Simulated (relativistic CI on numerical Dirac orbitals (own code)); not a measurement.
**Electric-dipole transitions in Gd XLIX**

Method of calculation: Dirac-Coulomb-Breit CI, orbitals from a KLI potential per configuration, QED by a radiative potential, unscaled Slater integrals (own radial code, finite nucleus).

Configurations in the expansion (outside the closed core [Ne]): 3s2 3p4, 3s 3p5, 3s2 3p3 3d, 3p6, 3s 3p4 3d, 3p5 3d, 3s 3p3 3d2, 3s2 3p2 3d 4p, 3p5 4s, 3s 3p3 3d 4s, 3s2 3p3 4s, 3p5 4p, 3s2 3p2 3d2, 3s2 3p 3d3, 3s 3p2 3d3, 3s2 3p 3d2 4s, 3p4 3d2, 3p3 3d3, 3p3 3d2 4s, 3s2 3p2 3d 4s, 3s 3p2 3d2 4s, 3s2 3p 3d 4s2. Double excitations out of closed p, d and f shells are left out; levels of such configurations are missing from the list, as are those of other unlisted configurations, and high levels can miss mixing partners.

```tsv
λ vac (Å)	Lower	Upper	A (s⁻¹)	E lower (eV)	E upper (eV)
29.789	3s2 3p3 3d 3D°_2 [5]	3s2 3p2 3d2 3D_1 [92]	1.41e+12	194.515	610.724
30.115	3s2 3p3 3d 3D°_3 [11]	3s2 3p2 3d2 3P_2 [125]	1.86e+12	259.901	671.603
30.145	3s2 3p3 3d 3F°_3 [8]	3s2 3p2 3d2 5D_2 [94]	1.42e+12	201.816	613.103
30.178	3s2 3p3 3d 3F°_3 [8]	3s2 3p2 3d2 3F_3 [93]	1.02e+12	201.816	612.660
30.198	3s2 3p3 3d 3F°_4 [9]	3s2 3p2 3d2 3D_3 [112]	1.97e+12	238.597	649.172
30.325	3s2 3p3 3d 3F°_3 [8]	3s2 3p2 3d2 3G_3 [91]	1.11e+12	201.816	610.667
30.429	3s2 3p3 3d 3D°_2 [5]	3s2 3p2 3d2 5D_2 [83]	8.33e+11	194.515	601.970
30.440	3s2 3p3 3d 3G°_4 [20]	3s2 3p2 3d2 3G_4 [195]	9.87e+11	373.684	780.988
30.451	3s2 3p3 3d 3D°_3 [11]	3s2 3p2 3d2 3F_4 [121]	6.35e+11	259.901	667.064
30.525	3s2 3p3 3d 3D°_2 [10]	3s2 3p2 3d2 3P_1 [111]	1.68e+12	241.463	647.638
30.645	3s2 3p4 3P_2 [1]	3s2 3p3 3d 3S°_1 [27]	1.64e+12	0.000	404.584
30.696	3s2 3p3 3d 3D°_3 [11]	3s2 3p2 3d2 1F_3 [120]	1.28e+12	259.901	663.815
30.707	3s2 3p3 3d 3D°_2 [10]	3s2 3p2 3d2 3D_2 [109]	1.25e+12	241.463	645.226
30.786	3s2 3p3 3d 3D°_2 [10]	3s2 3p2 3d2 3D_3 [108]	9.69e+11	241.463	644.198
30.826	3s2 3p3 3d 3F°_4 [9]	3s2 3p2 3d2 3F_4 [106]	1.83e+12	238.597	640.805
30.864	3s2 3p4 3P_2 [1]	3s2 3p3 3d 3P°_2 [26]	1.64e+12	0.000	401.705
30.939	3s2 3p4 1S_0 [2]	3s2 3p3 3d 3D°_1 [33]	1.57e+12	16.398	417.138
30.953	3s2 3p4 3P_2 [1]	3s2 3p3 3d 3D°_3 [25]	3.95e+11	0.000	400.551
31.078	3s2 3p4 3P_1 [3]	3s2 3p3 3d 3P°_1 [69]	9.90e+11	172.045	570.994
31.318	3s2 3p4 3P_2 [1]	3s2 3p3 3d 3D°_3 [22]	8.69e+11	0.000	395.886
31.537	3s2 3p3 3d 3F°_4 [9]	3s2 3p2 3d2 5F_5 [101]	7.99e+11	238.597	631.735
31.758	3s2 3p4 1D_2 [4]	3s2 3p3 3d 1F°_3 [68]	1.01e+12	180.501	570.898
33.073	3s2 3p3 3d 3D°_2 [5]	3s2 3p2 3d2 5G_3 [66]	4.88e+11	194.515	569.393
36.767	3s2 3p4 1D_2 [4]	3s 3p5 3P°_1 [51]	1.00e+12	180.501	517.720
38.706	3s2 3p4 3P_2 [1]	3s 3p5 3P°_2 [13]	3.03e+11	0.000	320.320
44.589	3s2 3p4 3P_1 [3]	3s2 3p3 3d 1D°_2 [40]	3.22e+11	172.045	450.106
45.987	3s2 3p4 1D_2 [4]	3s2 3p3 3d 1D°_2 [40]	3.13e+11	180.501	450.106
46.678	3s2 3p3 3d 3G°_4 [20]	3s2 3p2 3d2 1H_5 [104]	3.63e+11	373.684	639.301
46.951	3s2 3p4 1D_2 [4]	3s2 3p3 3d 1F°_3 [39]	3.49e+11	180.501	444.570
47.704	3s2 3p4 3P_2 [1]	3s2 3p3 3d 3D°_3 [11]	2.63e+11	0.000	259.901
```

Terms are leading LS components. Brackets give the number of a level in order of energy, since labels repeat. The list gives strong lines, with weight on those to low levels, without lines whose two gauges differ by over a factor of 2.5, among the lowest 200 of 2790 levels, so that lines to higher ones, which can be the strongest, are missing. Levels whose partners in the same complex of configurations lie outside the list can be far off, and so can their lines. Rates are taken at the computed energies, electric ones in the length gauge.

At this charge energies of transitions that change n are usually good to better than 1 %, and those within a shell (Δn = 0) to a few per cent.

(1) From the table, what is the radiative lifetime of 3s2 3p3 3d 1D°_2?

Results:

(1) The listed rates from this level add up to about 6.35e+11 s⁻¹, 100 % of its decay; with all channels τ = 1.57e-12 s.

LS names give the leading component of a level, which can be under half, so a name can repeat, a term be missing and a line seem to break the LS rules.
